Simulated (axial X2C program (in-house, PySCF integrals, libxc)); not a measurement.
**Curves of NbH from open-shell CI on d3 s1 p(π)0**

Computed with an in-house all-electron X2C program for linear molecules (integrals from PySCF): two-component X2C with atomic mean-field Coulomb and Gaunt terms, basis Nb dyall-v3z, H dyall-v3z (cores contracted in-house). Orbitals come from Hartree–Fock averaged over the configuration Nb d3 s1 p(π)0; CI then distributes these electrons over the d, s, p(π) shells of Nb. The speed of light was multiplied by 2, so these are model numbers.

Scan along the bond; masses Nb 92.906 u, H 1.008 u. Energies in cm⁻¹ from the lowest point; levels are followed by energy order within each Ω. Lowest level at 1.910 Å: 86% d3 s1 + 13% d4.

```csv
R (Å),(1)Ω=0,(2)Ω=0,(1)Ω=1,(1)Ω=2,(1)Ω=3
1.776,167,167,216,268,323
1.843,0,0,49,101,158
1.910,161,161,210,262,320
1.986,669,669,716,770,829
2.063,1440,1441,1487,1540,1601
2.149,2531,2531,2576,2629,2692
2.254,4089,4089,4131,4184,4249
```

(1) Fit the curves (1)Ω=0, (2)Ω=0, (1)Ω=1, (1)Ω=2, (1)Ω=3 near their minima.

The 5 lowest curves are shown; the next is (1)Ω=4, from 219 cm⁻¹.

There is no dynamic correlation: spin–orbit spacings and, for f shells, spacings inside one term are the most reliable numbers, splittings between terms come out too wide, and energies between configurations are not reliable, so the lowest level need not be the ground state of the molecule. For d shells the ligand-field splittings (σ, π, δ) and their order can be off by a thousand cm⁻¹ or more. At most 4 roots were kept for each Ω > 0 (twice that for Ω = 0) within 3.2 eV of the lowest, so higher up levels can be missing between those listed; levels with Ω > 0 are doubly degenerate and listed once, Ω = 0 levels singly. Some active spinors are only partly of the character that their shell is named for, so the shell names and counts are nominal. States that fill the shells left empty in the average are placed too high.

Results:

(1) From the open-shell CI curves, Te from the lowest:

| level | Te (cm⁻¹) | Re (Å) | ωe (cm⁻¹) |
| --- | --- | --- | --- |
| (1)Ω=0 | 0 | 1.841 | 1583.0 |
| (2)Ω=0 | 0 | 1.841 | 1583.0 |
| (1)Ω=1 | 49 | 1.842 | 1582.5 |
| (1)Ω=2 | 101 | 1.841 | 1582.4 |
| (1)Ω=3 | 158 | 1.841 | 1583.0 |

Without dynamic correlation distances can be off by several hundredths of an Å (long for ionic bonds, short for multiple bonds) and the wavenumbers are rough.
